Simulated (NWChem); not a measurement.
System: CCl3F; SMILES FC(Cl)(Cl)Cl

Input file for NWChem:

```
start job
memory heap 200 mb stack 900 mb global 1100 mb
geometry units angstroms noautoz
  F      0.000000     0.000000     1.581889
  C      0.000000     0.000000     0.255563
  Cl     1.316118    -1.035361    -0.308385
  Cl    -1.554708    -0.622112    -0.308385
  Cl     0.238589     1.657472    -0.308385
end
basis spherical
  * library def2-tzvpd
end
dft
  xc slater vwn_5
  iterations 150
  semidirect filesize 400000000
  mulliken
end
task dft energy
```

The geometry was optimised at PBE0/def2-SVP.

### Question
Predict the main results of this run. (LDA (Slater exchange, VWN5)/def2-TZVPD.) Quantities: energy (Ha); highest occupied level (eV); orbital gap (eV); dipole (D).

### Answer
```yaml
energy (Ha): -1513.24
highest occupied level (eV): -7.85
orbital gap (eV): 5.17
dipole (D): 0.30
```
